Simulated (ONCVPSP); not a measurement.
**Reading a pseudo-wave (Zn (Z = 30))**

Columns: radius, all-electron u(r) and pseudo u(r) of the 3p shell (level -84.60 eV) of zinc in the configuration [Ne] 3s2 3p6 3d10 4s1.5 4p0.5; PBE, scalar-relativistic, ONCV scheme, ONCVPSP 4.0.1.

```json
{"r (bohr)": "0.068", "all-electron": "-0.4994", "pseudo": "0.0463"}
{"r (bohr)": "0.135", "all-electron": "-0.6573", "pseudo": "0.1741"}
{"r (bohr)": "0.202", "all-electron": "-0.3404", "pseudo": "0.3630"}
{"r (bohr)": "0.270", "all-electron": "0.1511", "pseudo": "0.5865"}
{"r (bohr)": "0.338", "all-electron": "0.6078", "pseudo": "0.8096"}
{"r (bohr)": "0.405", "all-electron": "0.9434", "pseudo": "1.0009"}
{"r (bohr)": "0.473", "all-electron": "1.1560", "pseudo": "1.1459"}
{"r (bohr)": "0.540", "all-electron": "1.2560", "pseudo": "1.2302"}
{"r (bohr)": "0.608", "all-electron": "1.2751", "pseudo": "1.2568"}
{"r (bohr)": "0.675", "all-electron": "1.2377", "pseudo": "1.2320"}
{"r (bohr)": "0.742", "all-electron": "1.1657", "pseudo": "1.1690"}
{"r (bohr)": "0.810", "all-electron": "1.0730", "pseudo": "1.0800"}
{"r (bohr)": "0.878", "all-electron": "0.9716", "pseudo": "0.9783"}
{"r (bohr)": "0.945", "all-electron": "0.8706", "pseudo": "0.8751"}
{"r (bohr)": "1.013", "all-electron": "0.7715", "pseudo": "0.7738"}
{"r (bohr)": "1.080", "all-electron": "0.6800", "pseudo": "0.6808"}
{"r (bohr)": "1.148", "all-electron": "0.5947", "pseudo": "0.5950"}
{"r (bohr)": "1.215", "all-electron": "0.5187", "pseudo": "0.5189"}
{"r (bohr)": "1.283", "all-electron": "0.4498", "pseudo": "0.4500"}
{"r (bohr)": "1.350", "all-electron": "0.3897", "pseudo": "0.3898"}
{"r (bohr)": "1.418", "all-electron": "0.3360", "pseudo": "0.3361"}
{"r (bohr)": "1.485", "all-electron": "0.2896", "pseudo": "0.2897"}
{"r (bohr)": "1.553", "all-electron": "0.2487", "pseudo": "0.2488"}
{"r (bohr)": "1.620", "all-electron": "0.2137", "pseudo": "0.2138"}
{"r (bohr)": "1.688", "all-electron": "0.1829", "pseudo": "0.1830"}
{"r (bohr)": "1.755", "all-electron": "0.1568", "pseudo": "0.1568"}
```

Problem. How many radial nodes do the two functions have?

Solution. The all-electron 3p function has n − l − 1 = 1; the pseudo-wave has 0, since the states of the same l below it are removed with the core.

Problem. At about which radius was the pseudo-wave matched?

Solution. 1.20 bohr, where the columns begin to agree (steps of 0.07 bohr).

Problem. Is the pseudo-wave norm-conserving?

Solution. Yes: the ONCV scheme keeps the norm inside the radius equal to the all-electron one, which fixes the energy derivative of the logarithmic derivative at the level.
